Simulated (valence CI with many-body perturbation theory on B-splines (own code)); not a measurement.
**E1 line list for Au XLIX**

Level of theory: relativistic CI+MBPT: three valence electrons over a frozen Dirac-Fock core [Ar] 3d10, a basis of 11 s, 11 p, 9 d, 7 f, 5 g, 2 h, 1 i functions for each j, with the one-electron correlation potential Σ1, the two-electron term Σ2, the three-electron term Σ3, Breit, model QED; selected CI, second order for the rest (own B-spline code, finite nucleus).

No measured spectrum was set against this ion. As an estimate, large intervals hold to a few tenths of a per cent, small ones and those within an open d or f shell to about a per cent.

Lines 201 to 250 of 272 in falling wavelength, among levels below 724.63 eV, chosen from the strongest by gf and those to the six lowest levels. Wavelengths and rates use the calculated energies. Electric multipoles are in the length gauge, E1 and E2 with the static RPA response of the core. Weak lines are less certain than strong ones. Lines between different terms over intervals too small for the method are left out, as are lines whose strength nearly cancels.

Levels are named by their leading jj configuration (3d3/2^4 stands for four electrons in 3d with j = 3/2), which in mixed levels can hold well under half, so a name can repeat and another be missing. Letters in brackets count levels of one name in rising energy.

| λ vac (Å) | Upper | Lower | A (s⁻¹) | log gf | Branch % |
| --- | --- | --- | --- | --- | --- |
| 38.94 | (4s^2 4d3/2) J=3/2 | (4s^2 4p1/2) J=1/2 | 1.87e+12 | 0.23 | 99.5 |
| 38.85 | (4s 4p3/2 4d3/2) J=1/2 [b] | (4s 4p1/2 4p3/2) J=1/2 | 1.37e+12 | -0.21 | 50.3 |
| 38.85 | (4s 4p1/2 4d3/2) J=3/2 [b] | (4s 4p1/2^2) J=1/2 | 1.97e+12 | 0.25 | 97.3 |
| 38.85 | (4s 4p3/2 4d3/2) J=3/2 [a] | (4s 4p1/2 4p3/2) J=3/2 [a] | 1.16e+12 | 0.02 | 77.8 |
| 38.84 | (4s 4p3/2 4d3/2) J=1/2 [a] | (4s 4p1/2 4p3/2) J=3/2 [a] | 1.31e+12 | -0.23 | 96.2 |
| 38.83 | (4s 4p3/2 4d3/2) J=5/2 [a] | (4s 4p1/2 4p3/2) J=3/2 [a] | 6.41e+11 | -0.06 | 38.4 |
| 38.56 | (4s 4p3/2 4d3/2) J=1/2 [b] | (4s 4p1/2 4p3/2) J=3/2 [b] | 8.74e+10 | -1.41 | 3.2 |
| 38.28 | (4s 4p3/2 4d3/2) J=5/2 [b] | (4s 4p1/2 4p3/2) J=3/2 [b] | 1.09e+12 | 0.16 | 36.4 |
| 38.05 | (4s 4p3/2 4d3/2) J=3/2 [b] | (4s 4p1/2 4p3/2) J=5/2 | 2.84e+09 | -2.61 | 0.1 |
| 37.91 | (4s 4p3/2 4d5/2) J=5/2 [a] | (4s 4p1/2 4p3/2) J=3/2 [b] | 6.73e+09 | -2.06 | 1.2 |
| 37.52 | (4s 4p3/2 4d5/2) J=3/2 [a] | (4s 4p1/2 4p3/2) J=1/2 | 1.45e+11 | -0.91 | 21.2 |
| 37.25 | (4s 4p3/2 4d5/2) J=3/2 [a] | (4s 4p1/2 4p3/2) J=3/2 [b] | 1.08e+11 | -1.05 | 15.8 |
| 36.99 | (4s 4p3/2 4d3/2) J=3/2 [b] | (4s 4p1/2 4p3/2) J=3/2 [a] | 5.39e+09 | -2.35 | 0.2 |
| 36.80 | (4s 4p3/2 4d3/2) J=5/2 [b] | (4s 4p1/2 4p3/2) J=5/2 | 1.90e+10 | -1.63 | 0.6 |
| 36.46 | (4s 4p3/2 4d5/2) J=5/2 [a] | (4s 4p1/2 4p3/2) J=5/2 | 1.45e+10 | -1.76 | 2.5 |
| 36.05 | (4s 4p3/2 4d3/2) J=1/2 [b] | (4s 4p1/2 4p3/2) J=3/2 [a] | 2.48e+08 | -4.01 | 0.0 |
| 35.84 | (4s 4p3/2 4d5/2) J=3/2 [a] | (4s 4p1/2 4p3/2) J=5/2 | 8.28e+07 | -4.20 | 0.0 |
| 35.80 | (4s 4p3/2 4d3/2) J=5/2 [b] | (4s 4p1/2 4p3/2) J=3/2 [a] | 1.95e+09 | -2.65 | 0.1 |
| 35.72 | (4s 4p3/2 4d5/2) J=7/2 [a] | (4s 4p1/2 4p3/2) J=5/2 | 1.50e+11 | -0.64 | 22.1 |
| 35.71 | (4s 4p3/2 4d5/2) J=1/2 | (4s 4p1/2 4p3/2) J=3/2 [b] | 4.37e+10 | -1.78 | 5.9 |
| 35.70 | (4s 4p1/2 4d5/2) J=3/2 | (4s 4p1/2^2) J=1/2 | 1.57e+11 | -0.92 | 26.4 |
| 35.48 | (4s 4p3/2 4d5/2) J=5/2 [a] | (4s 4p1/2 4p3/2) J=3/2 [a] | 3.12e+08 | -3.45 | 0.1 |
| 35.29 | (4s 4p3/2 4d5/2) J=3/2 [b] | (4s 4p1/2 4p3/2) J=3/2 [b] | 9.00e+07 | -4.17 | 0.0 |
| 34.90 | (4s 4p3/2 4d5/2) J=5/2 [b] | (4s 4p1/2 4p3/2) J=3/2 [b] | 3.56e+09 | -2.41 | 0.2 |
| 34.90 | (4s 4p3/2 4d5/2) J=3/2 [a] | (4s 4p1/2 4p3/2) J=3/2 [a] | 1.24e+10 | -2.04 | 1.8 |
| 34.72 | (4s 4p3/2 4d5/2) J=7/2 [b] | (4s 4p1/2 4p3/2) J=5/2 | 2.89e+09 | -2.38 | 0.2 |
| 34.02 | (4s 4p3/2 4d5/2) J=3/2 [b] | (4s 4p1/2 4p3/2) J=5/2 | 6.93e+09 | -2.32 | 0.5 |
| 33.66 | (4s 4p3/2 4d5/2) J=5/2 [b] | (4s 4p1/2 4p3/2) J=5/2 | 1.78e+10 | -1.74 | 1.0 |
| 33.55 | (4s 4p3/2 4d5/2) J=1/2 | (4s 4p1/2 4p3/2) J=3/2 [a] | 3.47e+09 | -2.93 | 0.5 |
| 33.17 | (4s 4p3/2 4d5/2) J=3/2 [b] | (4s 4p1/2 4p3/2) J=3/2 [a] | 4.50e+09 | -2.53 | 0.3 |
| 32.83 | (4s 4p3/2 4d5/2) J=5/2 [b] | (4s 4p1/2 4p3/2) J=3/2 [a] | 1.49e+10 | -1.84 | 0.8 |
| 31.49 | (4p1/2 4p3/2^2) J=3/2 | (4s 4p1/2^2) J=1/2 | 1.25e+10 | -2.13 | 0.7 |
| 31.47 | (4p1/2^2 4d3/2) J=3/2 | (4s^2 4p3/2) J=3/2 | 2.60e+07 | -4.81 | 0.0 |
| 31.14 | (4p3/2^3) J=3/2 | (4s 4p1/2 4p3/2) J=3/2 [b] | 9.73e+08 | -3.25 | 0.0 |
| 31.14 | (4s 4p3/2^2) J=1/2 | (4s^2 4p1/2) J=1/2 | 5.70e+09 | -2.78 | 0.7 |
| 30.85 | (4p1/2 4p3/2^2) J=1/2 | (4s 4p1/2^2) J=1/2 | 4.71e+09 | -2.87 | 0.4 |
| 30.84 | (4s 4p3/2^2) J=3/2 | (4s^2 4p1/2) J=1/2 | 1.48e+09 | -3.07 | 0.1 |
| 30.15 | (4p3/2^3) J=3/2 | (4s 4p1/2 4p3/2) J=5/2 | 3.76e+09 | -2.69 | 0.1 |
| 29.48 | (4p3/2^3) J=3/2 | (4s 4p1/2 4p3/2) J=3/2 [a] | 3.08e+08 | -3.79 | 0.0 |
| 28.84 | (4p1/2^2 4d5/2) J=5/2 | (4s^2 4p3/2) J=3/2 | 2.02e+07 | -4.82 | 0.0 |
| 27.96 | (4s 4p3/2 4d3/2) J=3/2 [a] | (4s 4p1/2^2) J=1/2 | 2.79e+08 | -3.88 | 0.0 |
| 27.95 | (4s 4p3/2 4d3/2) J=1/2 [a] | (4s 4p1/2^2) J=1/2 | 6.44e+07 | -4.82 | 0.0 |
| 26.98 | (4s 4p3/2 4d3/2) J=3/2 [b] | (4s 4p1/2^2) J=1/2 | 1.38e+08 | -4.22 | 0.0 |
| 26.48 | (4s 4p3/2 4d3/2) J=1/2 [b] | (4s 4p1/2^2) J=1/2 | 4.29e+07 | -5.04 | 0.0 |
| 25.85 | (4s 4p3/2 4d5/2) J=3/2 [a] | (4s 4p1/2^2) J=1/2 | 6.13e+08 | -3.61 | 0.1 |
| 25.36 | (4s 4p1/2 4f5/2) J=5/2 [a] | (4s^2 4p3/2) J=3/2 | 2.16e+07 | -4.90 | 0.0 |
| 25.10 | (4s 4p3/2 4d5/2) J=1/2 | (4s 4p1/2^2) J=1/2 | 3.30e+09 | -3.21 | 0.4 |
| 24.89 | (4s 4p3/2 4d5/2) J=3/2 [b] | (4s 4p1/2^2) J=1/2 | 1.31e+09 | -3.31 | 0.1 |
| 24.80 | (4s 4p1/2 4f5/2) J=5/2 [b] | (4s^2 4p3/2) J=3/2 | 1.88e+08 | -3.98 | 0.1 |
| 24.75 | (4s 4p1/2 4f5/2) J=3/2 | (4s^2 4p3/2) J=3/2 | 3.94e+08 | -3.84 | 0.1 |
